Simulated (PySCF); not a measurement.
Compound: C4H8O2SSi.
Geometry (GFN2-xTB, Å), atoms numbered from 1 in this order:
```xyz
16
C4H8O2SSi angstrom
O      0.0614    0.5858    1.6825
C     -0.6978   -0.0004    0.9610
C     -2.1956    0.0305    0.9082
S     -2.0821   -0.0951   -0.9673
O     -1.8948    1.2380   -1.5128
C     -0.3779   -0.6745   -0.3398
C      0.8303   -0.1354   -1.0411
Si     2.3044    0.1591    0.1576
H     -2.6721   -0.8739    1.2746
H     -2.6681    0.9170    1.3224
H     -0.4161   -1.7608   -0.2809
H      1.1211   -0.8015   -1.8528
H      0.5534    0.8207   -1.4928
H      2.3228   -0.8984    1.1667
H      3.4904   -0.0113   -0.6959
H      2.3132    1.5091    0.6989
```

Computed, not measured: PySCF, TDDFT CAM-B3LYP/def2-SVPD, vertical, gas phase, core orbitals frozen in the response.

Frontier orbitals with the atoms that hold most of them (Löwdin shares over 4%, at most four atoms; ? is withheld):

```json
{"orbital": "LUMO+2", "ε (eV)": "0.86", "atoms": "S4 37%, H11 12%, H9 10%, C3 7%"}
{"orbital": "LUMO+1", "ε (eV)": "0.57", "atoms": "S4 53%, C6 11%, O5 10%, C3 10%"}
{"orbital": "LUMO", "ε (eV)": "?", "atoms": "?"}
{"orbital": "HOMO", "ε (eV)": "-8.74", "atoms": "?"}
{"orbital": "HOMO-1", "ε (eV)": "-9.36", "atoms": "O1 31%, O5 18%, C3 12%, C6 8%"}
{"orbital": "HOMO-2", "ε (eV)": "-9.74", "atoms": "O5 26%, O1 12%, C3 12%, C6 10%"}
{"orbital": "HOMO-3", "ε (eV)": "-10.75", "atoms": "Si8 24%, C7 23%, O5 15%, H14 14%"}
```

Which atoms hold the LUMO, and with what shares?

C2 (bonded to 2 C and O) 30%; O1 (bonded to C) 27%; S4 (bonded to 2 C and O) 14%; C3 (bonded to C, S and 2 H) 7%. By element: carbon 37% or more, oxygen 27% or more, sulfur 14%.

Give the leading atoms of the HOMO.

O5 (bonded to S) 41%; S4 (bonded to 2 C and O) 30%; C6 (bonded to 2 C, S and H) 10%; C3 (bonded to C, S and 2 H) 5%. By element: oxygen 41% or more, sulfur 30%, carbon 14% or more.

What is the LUMO energy, and the HOMO–LUMO gap?

ε(LUMO) = -0.43 eV; the gap is 8.31 eV (0.3053 hartree).

How does S1 compare with the orbital gap of 8.31 eV?

S1 is at 4.47 eV (f = 0.0001), 3.84 eV below the gap, made of HOMO-1→LUMO (70%), HOMO-2→LUMO (14%). Its leading pair isn't HOMO and LUMO; the energies of that pair differ by 8.93 eV. Without the coupling terms of the response equations the lowest excitation would equal the gap.

One configuration dominates each of S1, S2, S3 and S4. Which, and how do the shares of the two leading atoms of either orbital change from the occupied to the empty one?

- S1 (4.47 eV, f 0.0001), HOMO-1→LUMO (70%): O1 31% → 27%, O5 18% → at most 8%, C2 at most 9% → 30%
- S2 (5.05 eV, f 0.042), HOMO→LUMO (94%): O5 41% → at most 8%, S4 30% → 14%, C2 at most 5% → 30%, O1 at most 5% → 27%
- S3 (5.66 eV, f 0.046), HOMO→LUMO+1 (84%): O5 41% → 10%, S4 30% → 53%, C6 10% → 11%
- S4 (5.82 eV, f 0.0006), HOMO-2→LUMO (72%): O5 26% → at most 8%, O1 12% → 27%, C2 at most 10% → 30%

Löwdin shares depend on the basis, the more so with diffuse functions.

The run took 2.0 min of wall time on one thread of an Arm Neoverse N1, no GPU, shared host with 64 logical CPUs at a one-minute load of 61, and the process peaked at 1.1 GiB of memory.

One conformer stands for the species.
